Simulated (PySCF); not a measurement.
CH₁₀FNSi₃, SMILES [Si@H](F)([SiH3])[C@H](N)[SiH3].

Coordinates come from a B3LYP-D3(BJ)/def2-SVP optimisation. The structure was generated by enumeration; whether it is a known compound was not checked. The values are those of a single conformer.

Computed with B3LYP-D3(BJ)/def2-SVP (PySCF).

Frequencies are harmonic and unscaled.

Computed normal modes with their intensities:
```
mode  ν (cm⁻¹)  IR (km/mol)   moving atoms (share of kinetic energy)
----  --------  -----------  ---------------------------------------
1           44          0.3          Si 36 %, N 25 %, H 23 %, F 14 %
2           70          2.5          Si 43 %, H 21 %, N 17 %, F 16 %
3          127          2.0                  H 61 %, Si 16 %, F 16 %
4          131          2.7                          H 64 %, Si 21 %
5          139          4.6                  H 48 %, Si 24 %, F 20 %
6          174          9.2                  H 48 %, Si 22 %, N 16 %
7          199         14.9          Si 35 %, H 31 %, F 21 %, N 10 %
8          243          8.7    Si 33 %, H 32 %, N 17 %, C 9 %, F 9 %
9          280         13.7                           H 66 %, N 16 %
10         309         13.3  H 34 %, N 21 %, F 19 %, C 14 %, Si 12 %
11         422          5.4                          Si 56 %, H 35 %
12         507         27.1                          H 64 %, Si 29 %
13         524         15.9                          H 66 %, Si 31 %
14         540          6.3                          H 63 %, Si 28 %
15         618         28.2                   H 68 %, Si 18 %, N 9 %
16         694         41.9                  H 60 %, Si 20 %, C 19 %
17         788         90.8           H 57 %, C 20 %, N 10 %, Si 9 %
18         791        368.0                  H 77 %, C 12 %, Si 10 %
19         822         45.4                           H 73 %, F 19 %
20         858         44.2          H 53 %, C 15 %, Si 15 %, F 10 %
21         878        135.5          H 36 %, Si 24 %, C 18 %, F 17 %
22         903        167.3                          H 75 %, Si 17 %
23         932        164.3                           H 91 %, Si 8 %
24         942         70.9                                   H 92 %
25         946         41.0                                   H 96 %
26         951         44.7                                   H 97 %
27         954         60.4                                   H 95 %
28        1045         12.4                   H 42 %, C 31 %, N 27 %
29        1066         28.4                           H 65 %, C 28 %
30        1111         25.5                           H 74 %, C 22 %
31        1337          1.1                    H 78 %, C 14 %, N 8 %
32        1620         22.2                                   H 93 %
33        2199         82.2                                   H 97 %
34        2202        163.7                                   H 97 %
35        2206         22.4                                   H 97 %
36        2211         69.1                                   H 96 %
37        2213        141.5                                   H 97 %
38        2225         96.4                                   H 96 %
39        2226        136.3                                   H 96 %
40        3047          3.0                                   H 92 %
41        3495          3.2                                   H 96 %
42        3577          8.3                            H 91 %, N 9 %
```
